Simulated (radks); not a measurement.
Valence configurations of Be+ (all share [He]). All-electron calculation, non-relativistic Kohn-Sham, BLYP, spin-polarised, spherical densities, point nucleus; open shells are filled with parallel spins first. Program: a radial shooting solver on a logarithmic mesh with Libxc functionals. Energies are relative to 2s1; eigenvalues in eV for spin up.

valence      E (eV)  moment (Bohr magnetons)    e(2p)    e(2s)
2s1           0.000                        1        -  -14.294
2s0.5 2p0.5   1.994                        1  -10.322  -14.291
2p1           3.970                        1  -10.346        -

NIST lists [He] 2s1 as the ground configuration; this level of theory agrees among the configurations tried. The energies are those of spherical high-spin densities, not of single terms.
